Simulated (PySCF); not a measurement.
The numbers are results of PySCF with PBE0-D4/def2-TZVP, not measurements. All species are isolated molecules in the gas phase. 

Reference species (SMILES): `FB(F)Br` (neutral, multiplicity 1).

dipole moment: 0.27 D

Changed species: `FB(Br)Br` (whole molecule; the reference has whole molecule).

**Question.** Give the shifts of the dipole moment.

**Answer.** the dipole moment rises by 0.05 D, to 0.32 D.
